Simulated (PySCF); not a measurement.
# Bonding in `C[C@@H]1CC[C@H]2CCC[C@H]21`

Species: C9H16.
Atom-mapped SMILES: `[CH3:1][C@@H:2]1[CH2:3][CH2:4][C@H:5]2[CH2:6][CH2:7][CH2:8][C@@H:9]12` (hydrogens: H10, H11, H12 on C1; H13 on C2; H14, H15 on C3; H16, H17 on C4; H18 on C5; H19, H20 on C6; H21, H22 on C7; H23, H24 on C8; H25 on C9)

Cartesian coordinates in Å at the PBE0-D3(BJ)/def2-SVP level; atoms count from 1:
```
atom  x, y, z in Å
C1    -2.452   -1.090    0.028
C2    -1.221   -0.276    0.381
C3    -1.437    1.234    0.468
C4    -0.016    1.783    0.472
C5     0.734    0.920   -0.558
C6     2.166    0.534   -0.160
C7     2.009   -0.802    0.565
C8     0.952   -1.522   -0.270
C9    -0.060   -0.423   -0.623
H10   -3.250   -0.964    0.777
H11   -2.858   -0.781   -0.949
H12   -2.219   -2.165   -0.033
H13   -0.854   -0.610    1.370
H14   -2.032    1.536    1.344
H15   -1.979    1.581   -0.431
H16    0.044    2.859    0.248
H17    0.427    1.641    1.473
H18    0.722    1.429   -1.534
H19    2.785    0.388   -1.061
H20    2.661    1.308    0.448
H21    1.631   -0.634    1.589
H22    2.951   -1.363    0.661
H23    1.418   -1.921   -1.186
H24    0.486   -2.375    0.249
H25   -0.484   -0.583   -1.628
```

Bond orders from the PBE0/pcSseg-1 density (PySCF). One conformer (not necessarily the lowest) at the PBE0-D3(BJ)/def2-SVP geometry, without solvent, vibrations or thermal averaging.

(1) Where do the orders between heavy atoms depart from those drawn in the SMILES?

(2) Give the Mayer order of every bond between heavy atoms, beside its length.

Results:

(1) The largest departure is 0.063, at C9–C2 (drawn single, 0.937).

(2) 
| bond | drawn as | length (Å) | Mayer order |
| --- | --- | --- | --- |
| C1–C2 | single | 1.517 | 1.054 |
| C2–C3 | single | 1.528 | 0.999 |
| C3–C4 | single | 1.523 | 1.044 |
| C4–C5 | single | 1.539 | 0.993 |
| C5–C6 | single | 1.536 | 1.027 |
| C6–C7 | single | 1.528 | 1.024 |
| C7–C8 | single | 1.528 | 1.020 |
| C8–C9 | single | 1.535 | 1.033 |
| C9–C2 | single | 1.542 | 0.937 |
| C9–C5 | single | 1.562 | 0.988 |

Bonds between the same two heavy elements. C–C: lowest C9–C2 (0.937, 1.542 Å), highest C1–C2 (1.054, 1.517 Å); in 3 of the 45 pairs the longer bond (by over 0.003 Å) has the higher order (by 0.02 or more).

**Question.** And the bonds to hydrogen?

**Answer.** C–H: 0.93 to 0.96 (16 bonds).

**Question.** Sum the orders of all bonds at each heavy atom with more than one neighbour and set the sums beside the valence in the SMILES.

**Answer.** C1 3.939 (drawn 4), C2 3.924 (drawn 4), C3 3.943 (drawn 4), C4 3.934 (drawn 4), C5 3.961 (drawn 4), C6 3.955 (drawn 4), C7 3.950 (drawn 4), C8 3.954 (drawn 4), C9 3.910 (drawn 4). Orders between atoms that aren't bonded are not in these sums.

For a closed shell the Mayer order of atoms A and B is Σ (PS)μν (PS)νμ over the basis functions μ on A and ν on B, with P the density and S the overlap matrix.
